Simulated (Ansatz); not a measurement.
Isolated molecules relaxed with PBE0-D4/def2-TZVP in Ansatz; ΔE leaves out vibrations. CCSD(T)/CBS is the MP2 limit (def2-TZVPP, def2-QZVPP) plus CCSD(T) − MP2 in def2-TZVPP, frozen cores. This one scheme is used for every species. Functionals use def2-TZVPP. Each species was taken in one conformer, which may not be the lowest.

Consider the ligand exchange at the Si–S bond: `CS[Si](F)(F)Cl` + H₂S → `F[Si](F)(S)Cl` + CH₃SH.

(1) Is it downhill or uphill in electronic energy at CCSD(T)/CBS, and by how much? (Best estimate.)

(2) What do these levels give: PBE0-D4, ωB97M-V, LC-ωPBE, MP2/def2-SVP, CCSD/def2-SVP, SCS-MP2/def2-TZVPP? (An estimate is asked.)

Largest T1 diagnostic among the species: 0.011.

Answers

(1) The calculation gave: Uphill: ΔE = +0.05 eV.

(2) Computed: PBE0-D4 0.05, ωB97M-V 0.05, LC-ωPBE 0.02, MP2/def2-SVP 0.07, CCSD/def2-SVP 0.06, SCS-MP2/def2-TZVPP 0.04 eV.

The D4 term adds +0.05 eV with B3LYP and +0.03 eV with PBE0; it sums over pairs of atoms, weighted by their polarisabilities, and B3LYP, whose exchange is more repulsive, gets the larger term. Leaving LDA and LC-ωPBE aside and taking each functional with its dispersion term where it has one, the values, not all of them listed here, spread over 0.04 eV, from B2PLYP to BLYP-D4. In def2-TZVPP, CCSD(T) changes the Hartree–Fock value by +0.05 eV (the triples alone add +0.01 eV) and MP2 by +0.05 eV.

B3LYP here is the variant with VWN-RPA as its local correlation; programs differ in this.
